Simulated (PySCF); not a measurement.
Structure problem from calculated spectra and properties.

Formula: C7H14F2Si.

- NMR, other nuclei: isotropic shieldings of nuclei other than C and H, by class: 411 (1 F), 413 (1 F), 392 (1 Si) ppm [GIAO PBE0/pcSseg-1]
- 1H NMR: chemical shifts (computed TMS as zero) by class: 5.46 (1 H), 4.99 (1 H), 4.98 (1 H), 4.28 (1 H), 4.01 (1 H), 2.23 (1 H), 1.84 (1 H), 1.83 (1 H), 1.78 (1 H), 1.70 (1 H), 1.59 (1 H), 1.32 (1 H), 1.22 (1 H), 1.04 (1 H) ppm [GIAO PBE0/pcSseg-1]
- Rotational structure: rotational constants A, B, C: 1.869, 0.628, 0.616 GHz [GFN2-xTB]
- 13C NMR: chemical shifts (computed TMS as zero) by class: 94.9 (1 C), 92.4 (1 C), 34.5 (1 C), 33.6 (1 C), 28.6 (1 C), 28.2 (1 C), 26.7 (1 C) ppm [GIAO PBE0/pcSseg-1]
- Dipole: 1.30 D [PBE0/pcSseg-1]

Gas-phase values; electronic properties from PySCF, density fitting. Levels stand in brackets. One conformer (not necessarily the lowest) at the GFN2-xTB geometry, without solvent, vibrations or thermal averaging. Each NMR value is the plain mean over a class of atoms that symmetry, rotation or inversion makes alike.

Problem. Give a SMILES that accounts for the data.

Solution. Numbering: `[F:1][CH2:2][C@H:3]([F:4])[SiH2:5][CH:6]1[CH2:7][CH2:8][CH2:9][CH2:10]1`. Its formula, C7H14F2Si, gives 1 degree of unsaturation: 1 ring and 0 π bonds in the structure found. 7 carbons fall into 7 classes; from least to most shielded: sp3 C–F carbon [C3] (94.9 ppm), sp3 C–F carbon [C2] (92.4 ppm), ring CH2 carbon [C10] (34.5 ppm), ring CH2 carbon [C7] (33.6 ppm), ring sp3 carbon bound to silicon [C6] (28.6 ppm), ring CH2 carbon [C9] (28.2 ppm), ring CH2 carbon [C8] (26.7 ppm). Hydrogen classes from least to most shielded: 1 H on an sp3 C–F carbon, C2 (5.46 ppm), 1 H on an sp3 C–F carbon, C3 (4.99 ppm), 1 H on an sp3 C–F carbon, C2 (4.98 ppm), 1 H on an SiH2 silicon, Si5 (4.28 ppm), 1 H on an SiH2 silicon, Si5 (4.01 ppm), 1 H on a ring CH2 carbon, C7 (2.23 ppm), 1 H on a ring CH2 carbon, C10 (1.84 ppm), 1 H on a ring CH2 carbon, C9 (1.83 ppm), 1 H on a ring CH2 carbon, C8 (1.78 ppm), 1 H on a ring CH2 carbon, C8 (1.70 ppm), 1 H on a ring CH2 carbon, C9 (1.59 ppm), 1 H on a ring CH2 carbon, C7 (1.32 ppm); 2 more classes are left out. The other shieldings belong to: 411 ppm, alkyl fluorine [F4]; 413 ppm, alkyl fluorine [F1]; 392 ppm, SiH2 silicon [Si5]. The optimised geometry has point group C1 and is an asymmetric top. Structure: `FC[C@H](F)[SiH2]C1CCCC1`. Computed isomers that give other values at the same levels: `CC(C)(C)[C@H]([SiH3])/C(F)=C/F` (13C chemical shifts (computed TMS as zero) by class: 160.9 (1 C), 142.5 (1 C), 39.0 (1 C), 33.8 (1 C), 32.1 (3 C) ppm); `C=C(C(F)F)[Si@@H](C)CCC` (13C chemical shifts (computed TMS as zero) by class: 152.5 (1 C), 137.6 (1 C), 122.5 (1 C), 22.0 (1 C), 21.0 (1 C), 20.9 (1 C), -4.8 (1 C) ppm); `CC(C)(C)/C(F)=C(\[SiH3])CF` (13C chemical shifts (computed TMS as zero) by class: 181.3 (1 C), 111.1 (1 C), 85.5 (1 C), 38.7 (1 C), 30.9 (3 C) ppm). The assignments are read from this structure; whether some other isomer fits the data as well wasn't checked. The mirror image fits equally.
